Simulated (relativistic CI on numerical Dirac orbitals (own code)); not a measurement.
**Ga¹⁹⁺: sensitivity of the levels to the model**

Base calculation: Dirac-Coulomb-Breit CI, separate exchange-only KLI orbitals for each configuration, QED by a radiative potential, unscaled Slater integrals.

Configurations in the expansion (outside the closed core [Ne]): 3s², 3s3p, 3p², 3s3d, 3d², 3p3d, 3p4s, 3d4s, 3s4s, 3s4p, 3s4d, 3s4f, 3s5s, 3s5p, 3s5d, 4s². Levels of other configurations are missing.

The lowest level and the first level of each name with at least 55 % of one term (blank where a level has no safe partner in the second run):

```csv
Level,Base (cm⁻¹),Shift (cm⁻¹)
3s² ¹S0,0,0
3s3p ³P°0,309499,+626
3s3p ³P°1,322346,+359
3s3p ³P°2,358134,+649
3s3p ¹P°1,485670,-11437
3p² ³P0,742012,-1926
3p² ¹D2,764686,+1540
3p² ³P1,771027,-961
3p² ³P2,814018,+37
3p² ¹S0,914533,-11215
3s3d ³D1,919207,-2389
3s3d ³D2,922241,-2405
3s3d ³D3,927052,-2383
3s3d ¹D2,1037711,-15468
3p3d ³F°2,1250349,+1383
3p3d ³F°3,1274797,+1112
3p3d ¹D°2,1291724,-247
3p3d ³F°4,1305155,+1454
3p3d ³D°1,1327427,-5632
3p3d ³D°3,1359321,-4955
3p3d ³P°0,1362593,-5347
3p3d ³P°1,1362999,-5283
```

At this charge energies of transitions that change n are usually good to better than 1 %, and those within a shell (Δn = 0) to a few per cent.

**Question.** One thing was changed in a second run, which moved the levels as shown. Which?
A. Breit term removed
B. QED terms removed
C. non-relativistic limit
D. valence Slater integrals scaled by 0.9
E. configuration mixing switched off

**Answer.** D. Valence Slater integrals scaled by 0.9. Scaling acts on the splittings between terms and on the mixing, and leaves the fine structure of pure LS terms nearly alone; in jj coupling it moves the levels of one term differently.

LS names give the leading component of a level, which can be under half, so a name can repeat, a term be missing and a line seem to break the LS rules.
